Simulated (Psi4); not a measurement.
C$_{2}$H$_{9}$AlOSi, charge -1, doublet, geometry from GFN2-xTB (such geometries of metal compounds can be far from the true shape) (a state made from the parent by changing its charge; the spin is typed, not shown lowest) (a gas-phase anion, which may not be bound at this level); HF/pcseg-1 run with Psi4.

Here is a job for Psi4.
```
memory 2 GB

molecule mol {
-1 2
Al   -0.348811    1.109574    0.025886
C     1.575079    1.935325    0.018947
H     2.313334    1.445103    0.669354
H     1.540882    2.984745    0.342838
H     2.023364    1.947412   -0.984531
C    -0.912952    1.103268    2.042014
H    -1.891134    0.628752    2.203298
H    -1.015924    2.132324    2.413262
H    -0.221155    0.602930    2.734474
O    -0.225424   -0.596252   -0.522581
Si   -0.031553   -2.121726   -0.908719
H    -0.907941   -3.004335   -0.110693
H     1.354672   -2.596952   -0.734888
H    -0.389186   -2.321813   -2.332683
}

set {
  basis pcseg-1
  reference uhf
  e_convergence 1e-10
}

energy('scf')
print_variables()
```

Output, abridged:

```
   => Loading Basis Set <=

    Name: PCSEG-1
    Role: ORBITAL
    Keyword: BASIS

         ---------------------------------------------------------
                                   SCF
               by Justin Turney, Rob Parrish, Andy Simmonett
                          and Daniel G. A. Smith
                              UHF Reference
         ---------------------------------------------------------

  ==> Geometry <==

    Molecular point group: c1
    Full point group: C1

    Geometry (in Angstrom), charge = -1, multiplicity = 2:

       Center              X                  Y                   Z               Mass
    ------------   -----------------  -----------------  -----------------  -----------------
         AL          -0.318765465170     1.115946093581     0.065478164189    26.981538530000
         C            1.605124534830     1.941697093581     0.058539164189    12.000000000000
         H            2.343379534830     1.451475093581     0.708946164189     1.007825032230
         H            1.570927534830     2.991117093581     0.382430164189     1.007825032230
         H            2.053409534830     1.953784093581    -0.944938835811     1.007825032230
         C           -0.882906465170     1.109640093581     2.081606164189    12.000000000000
         H           -1.861088465170     0.635124093581     2.242890164189     1.007825032230
         H           -0.985878465170     2.138696093581     2.452854164189     1.007825032230
         H           -0.191109465170     0.609302093581     2.774066164189     1.007825032230
         O           -0.195378465170    -0.589879906419    -0.482988835811    15.994914619570
         SI          -0.001507465170    -2.115353906419    -0.869126835811    27.976926534650
         H           -0.877895465170    -2.997962906419    -0.071100835811     1.007825032230
         H            1.384717534830    -2.590579906419    -0.695295835811     1.007825032230
         H           -0.359140465170    -2.315440906419    -2.293090835811     1.007825032230

  Running in c1 symmetry.

  Rotational constants: A =      0.14551  B =      0.04980  C =      0.04105 [cm^-1]
  Rotational constants: A =   4362.28884  B =   1493.10437  C =   1230.79126 [MHz]
  Nuclear repulsion =  265.701432490513582

  Charge       = -1
  Multiplicity = 2
  Electrons    = 57
  Nalpha       = 29
  Nbeta        = 28

  ==> Algorithm <==

  SCF Algorithm Type is DF.
  DIIS enabled.
  MOM disabled.
  Fractional occupation disabled.
  Guess Type is SAD.
  Energy threshold   = 1.00e-10
  Density threshold  = 1.00e-06
  Integral threshold = 1.00e-12

  ==> Primary Basis <==

  Basis Set: PCSEG-1
    Blend: PCSEG-1
    Number of shells: 61
    Number of basis functions: 123
    Number of Cartesian functions: 128
    Spherical Harmonics?: true
    Max angular momentum: 2

   => Loading Basis Set <=

    Name: (PCSEG-1 AUX)
    Role: JKFIT
    Keyword: DF_BASIS_SCF

  ==> Integral Setup <==

  SCF_SUBTYPE=INCORE selected. In-core MEM_DF algorithm will be used.
  Using in-core AOs.

  ==> MemDFJK: Density-Fitted J/K Matrices <==

    J tasked:                   Yes
    K tasked:                   Yes
    wK tasked:                   No
    Algorithm:                 Core
    Schwarz Cutoff:           1E-12
    Mask sparsity (%):       9.6371
    Fitting Condition:        1E-10

   => Auxiliary Basis Set <=

  Basis Set: (PCSEG-1 AUX)
    Blend: DEF2-UNIVERSAL-JKFIT
    Number of shells: 205
    Number of basis functions: 645
    Number of Cartesian functions: 761
    Spherical Harmonics?: true
    Max angular momentum: 4

  Minimum eigenvalue in the overlap matrix is 9.2111472711E-03.
  Reciprocal condition number of the overlap matrix is 1.6833659686E-03.
    Using symmetric orthogonalization.

  ==> Pre-Iterations <==

  SCF Guess: Superposition of Atomic Densities via on-the-fly atomic UHF (no occupation information).

   -------------------------
    Irrep   Nso     Nmo
   -------------------------
     A        123     123
   -------------------------
    Total     123     123
   -------------------------

  ==> Iterations <==

                           Total Energy        Delta E     RMS |[F,P]|

   @DF-UHF iter SAD:  -685.05764843220697   -6.85058e+02   0.00000e+00
   @DF-UHF iter   1:  -686.35271763681430   -1.29507e+00   6.40436e-03 ADIIS/DIIS
   @DF-UHF iter   2:  -686.58344871948236   -2.30731e-01   4.11141e-03 ADIIS/DIIS
   @DF-UHF iter   3:  -686.69148085033157   -1.08032e-01   6.34797e-04 ADIIS/DIIS
   @DF-UHF iter   4:  -686.69531211291519   -3.83126e-03   2.21091e-04 ADIIS/DIIS
   @DF-UHF iter   5:  -686.69602606544447   -7.13953e-04   3.57947e-05 DIIS
   @DF-UHF iter   6:  -686.69606328812597   -3.72227e-05   1.15665e-05 DIIS
   @DF-UHF iter   7:  -686.69606960316128   -6.31504e-06   5.07337e-06 DIIS
   @DF-UHF iter   8:  -686.69607109124763   -1.48809e-06   1.45155e-06 DIIS
   @DF-UHF iter   9:  -686.69607119577313   -1.04525e-07   3.76310e-07 DIIS
   @DF-UHF iter  10:  -686.69607120066030   -4.88717e-09   1.44272e-07 DIIS
   @DF-UHF iter  11:  -686.69607120138551   -7.25208e-10   6.11816e-08 DIIS
   @DF-UHF iter  12:  -686.69607120153057   -1.45064e-10   2.53341e-08 DIIS
   @DF-UHF iter  13:  -686.69607120155672   -2.61480e-11   8.35207e-09 DIIS
  Energy and wave function converged.

  ==> Post-Iterations <==

   @Spin Contamination Metric:   1.477179457E-03
   @S^2 Expected:                7.500000000E-01
   @S^2 Observed:                7.514771795E-01
   @S   Expected:                5.000000000E-01
   @S   Observed:                5.000000000E-01

    Orbital Energies [Eh]
    ---------------------

    Alpha Occupied:

[...]
    Alpha Virtual:

[...]
     123A      3.800842

    Beta Occupied:

[...]
      28A     -0.183261

    Beta Virtual:

[...]
    Final Occupation by Irrep:
              A
    DOCC [    28 ]
    SOCC [     1 ]
    NA   [    29 ]
    NB   [    28 ]

  @DF-UHF Final Energy:  -686.69607120155672

   => Energetics <=

    Nuclear Repulsion Energy =            265.7014324905135823
    One-Electron Energy =               -1488.7805234518020825
    Two-Electron Energy =                 536.3830197597318374
    Total Energy =                       -686.6960712015567196

  UHF NO Occupations:
  HONO-2 :   27  A 1.9999284
  HONO-1 :   28  A 1.9994390
  HONO-0 :   29  A 1.0000000
  LUNO+0 :   30  A 0.0005610
  LUNO+1 :   31  A 0.0000716
  LUNO+2 :   32  A 0.0000355
  LUNO+3 :   33  A 0.0000209

Computation Completed

Properties will be evaluated at   0.000000,   0.000000,   0.000000 [a0]

Properties computed using the SCF density matrix

 Multipole Moments:

 ------------------------------------------------------------------------------------
     Multipole            Electronic (a.u.)      Nuclear  (a.u.)        Total (a.u.)
 ------------------------------------------------------------------------------------

 L = 1.  Multiply by 2.5417464519 to convert [e a0] to [Debye]
 Dipole X            :         -2.9150511            3.1795529            0.2645018
 Dipole Y            :         -2.0582326            0.6743360           -1.3838967
 Dipole Z            :         -4.4235347            4.1898293           -0.2337053
 Magnitude           :                                                    1.4281979

 ------------------------------------------------------------------------------------

  Variable Map:
  ----------------------------------------------------------------------------
[...]
  Array Variable Map:
  ----------------------------------------------------------------------------
[...]
[...]
```
